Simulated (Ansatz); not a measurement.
**Isomers**

Structures of CH$_{3}$OSe (charge -1), singlet, relaxed at PBE0-D4/def2-TZVPD (vibrations not checked; lower isomers may exist, and structures with a doubtful reference or unclear bonds are left out). Computed with Ansatz 0.2.0 (basis: def2-TZVPPD); correlated methods freeze the cores. Filled d shells of the heavier atoms are correlated. The def2 sets are not built for correlating such inner shells, so the correlated values are less sure here. B3LYP uses VWN-RPA correlation.

Problem. Rank them by CCSD(T) energy, lowest first, and give each one's height above the lowest. Links in brackets join atoms within 1.22 times the sum of their covalent radii (1.1 for two metals). (To be estimated.)
A.
CH₃OSe ([OH][CH2][Se]), total charge -1
```
6
angstrom
O -0.2464 -1.1874 -0.1077
C 0.2476 0.0996 -0.4921
Se -1.0808 1.5053 -0.2334
H -1.1448 -0.9930 0.1896
H 1.1382 0.3193 0.1065
H 0.5374 0.0556 -1.5474
```
B.
CH₃OSe ([OH][CH][SeH]), total charge -1
```
6
angstrom
O 0.7390 0.4088 1.0477
C 0.3850 0.4541 -0.3484
Se -0.9255 -0.9039 -0.8484
H -2.2564 -0.7147 -0.1134
H -0.1308 1.4163 -0.4647
H 1.4014 -0.2807 1.1036
```
C.
CH₃OSe ([CH3][O][Se]), total charge -1
```
6
angstrom
C -0.3660 0.2178 -0.2124
O 0.1433 -1.0215 0.1336
Se 1.7885 -0.8940 1.0289
H -1.3263 0.0605 -0.7306
H 0.3062 0.7767 -0.8865
H -0.5457 0.8604 0.6670
```

Solution. Computed: A (0.000 eV), C (0.847 eV), B (2.334 eV). Heights count from the lowest.

Problem. Do PBE-D4, r2SCAN-D4, PBE0-D4, B3LYP-D4, wB97M-V, HF, MP2 give the same order? (Judge from chemistry; the calculation decides.)

Solution. Computed: All do.

The T1 diagnostic stays at or below 0.016.

For scale, one of the runs: CCSD(T)/def2-TZVPPD, 185 basis functions, launched by `ansatz run in.yaml --threads 2 --pin off --events-out ev --progress --plain --max-ram 4352MiB`. Hardware: 2 CPU threads of an Arm Neoverse V1, shared host. Wall time 99 s; peak host memory 2 GiB.
